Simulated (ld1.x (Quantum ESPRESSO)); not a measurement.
gold (Au): variants of one TM potential

Base potential:

```
Element                 : Au
Generator               : ld1.x (Quantum ESPRESSO) 7.5
Type                    : norm-conserving Troullier–Martins (Kleinman–Bylander form)
Functional              : PBE
Relativity              : scalar-relativistic
Frozen core             : [Kr] 4d10 4f14
Valence charge          : 19
Reference configuration : 5s2 5p6 5d8 6s0 6p0 (charge +3)
Partial waves           : 5p (bound): rc 1.70 bohr; 5d (bound): rc 1.45 bohr; 5s (bound): rc 1.05 bohr
Local potential         : the s channel
Core correction         : none
```

Cutoffs, loose and tight: the cutoffs (Ry, on a coarse ladder) from which the occupation-weighted sum of valence levels, in a spherical-Bessel basis at the reference potential, stays within 10 and 1 mRy of its value at 400 Ry. They do not see the model core or the augmentation charge, which bear on the density cutoff. Test errors are all-electron minus pseudo excitation energies from the reference, over the configurations 5s2 5p6 5d10 6s1 6p0; 5s2 5p6 5d10 6s0 6p0; 5s2 5p6 5d9 6s0 6p0; 5s2 5p6 5d9 6s1 6p0; 5s2 5p6 5d7 6s0 6p0; 5s2 5p6 5d10 6s0.5 6p0; 5s2 5p6 5d10 6s0 6p1. A dash means not determined; rows that change the core or the reference have their own tests.

A true bound ghost makes a file unfit for plane-wave use even where its test errors are small: the radial tests pick states by their node count and pass the ghost by.

```csv
change,outcome,"cutoff, loose","cutoff, tight",bound ghosts,largest test error (meV)
base,generated,140 Ry,230 Ry,none,+267
wave 5d (bound): rc 1.45 bohr becomes 5d (bound): rc 1.14 bohr,generated,140 Ry,230 Ry,none,+266
wave 5d (bound): rc 1.45 bohr becomes 5d (bound): rc 1.28 bohr,generated,140 Ry,230 Ry,none,+266
wave 5d (bound): rc 1.45 bohr becomes 5d (bound): rc 1.42 bohr,generated,140 Ry,230 Ry,none,+267
wave 5d (bound): rc 1.45 bohr becomes 5d (bound): rc 1.60 bohr,generated,140 Ry,230 Ry,none,+267
wave 5d (bound): rc 1.45 bohr becomes 5d (bound): rc 1.82 bohr,generated,140 Ry,230 Ry,none,+267
wave 5d (bound): rc 1.45 bohr becomes 5d (bound): rc 2.02 bohr,generated,140 Ry,230 Ry,none,+266
wave 5d (bound): rc 1.45 bohr becomes 5d (bound): rc 2.22 bohr,generated,140 Ry,230 Ry,none,+263
```

**Question.** What comes out with this change to the base: wave 5d (bound): rc 1.45 bohr becomes 5d (bound): rc 0.94 bohr?

**Answer.** outcome: generated; cutoff, loose: 230 Ry; cutoff, tight: over 300 Ry; bound ghosts: d; largest test error (meV): +264.

Reading the sweep of the d radius (base included, trends over the rows without a ghost): The loose cutoff stays near 140 Ry. The median size of the test errors (rows with all tests solved) stays near 71.3 meV. Bound ghosts are found at 0.94 bohr.
